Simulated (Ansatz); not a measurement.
Cost and result up the ladder for the cluster Cu2F2 (the lowest singlet isomer of a short search) (4 atoms). Charge 0, multiplicity 1. Geometry: PBE-D4/def2-SVP.

```tsv
atom	x (Å)	y (Å)	z (Å)
Cu1	-0.423	0.216	0.399
Cu2	1.198	-0.534	-1.146
F3	-0.956	1.862	0.631
F4	0.180	-1.544	0.116
```

Ansatz on 4 threads of Arm Neoverse V2 on a shared host. Times are rough, and most runs start from the orbitals of an earlier one. CAM-B3LYP-D4/def2-TZVP serves as the yardstick here, not as an exact answer. Differences are given only for rows in sets of like size (and for xTB, whose basis is part of the method), since another set adds its own error. Binding counts from free atoms at the same level (Cu doublet, F doublet; other spins of the atoms weren't run), without zero-point energy or a counterpoise term.

The 6-31G sets use Cartesian d functions. B3LYP takes the VWN-RPA correlation. Correlated methods freeze 20 core orbitals. Another isomer (singlet) lies 0.08 eV lower at PBE0-D4/def2-TZVP.

Run but left out: HF/6-31G (restricted singlet, unstable in another Hartree–Fock run and untested here); MP2/def2-TZVP, CCSD(T)/def2-TZVPP (restricted singlet, unstable towards broken spin symmetry).

Correlated methods converge slowly with the basis.

| level | functions | wall time | binding energy per atom (eV) | difference from CAM-B3LYP-D4/def2-TZVP (eV) |
| --- | --- | --- | --- | --- |
| PBE-D4/def2-SVP | 90 | 0.85 s | 2.90 | – |
| B3LYP-D4/6-31G | 76 | 1.1 s | 3.00 | – |
| PBE-D4/def2-TZVP | 152 | 1.1 s | 2.63 | 0.13 |
| PBE0-D4/def2-SVP | 90 | 1.1 s | 2.59 | – |
| revPBE-D4/def2-TZVP | 152 | 1.1 s | 2.48 | -0.02 |
| PBE-D4/def2-TZVPD | 176 | 1.6 s | 2.66 | 0.16 |
| PBE0-D4/def2-TZVP | 152 | 1.9 s | 2.40 | -0.10 |
| CAM-B3LYP-D4/def2-TZVP | 152 | 2.2 s | 2.50 | 0.00 |
| PBE0-D4/def2-TZVPD | 176 | 2.5 s | 2.43 | -0.07 |
| RPA@PBE/def2-TZVP | 152 | 2.7 s | 2.23 | -0.27 |
| r2SCAN-D4/def2-TZVP (with forces) | 152 | 3.1 s | 2.61 | 0.11 |
| r2SCAN-D4/def2-TZVPD | 176 | 3.1 s | 2.64 | 0.14 |
| r2SCANh-D4/def2-TZVP | 152 | 3.3 s | 2.51 | 0.01 |
| r2SCAN0-D4/def2-TZVP | 152 | 3.3 s | 2.38 | -0.12 |
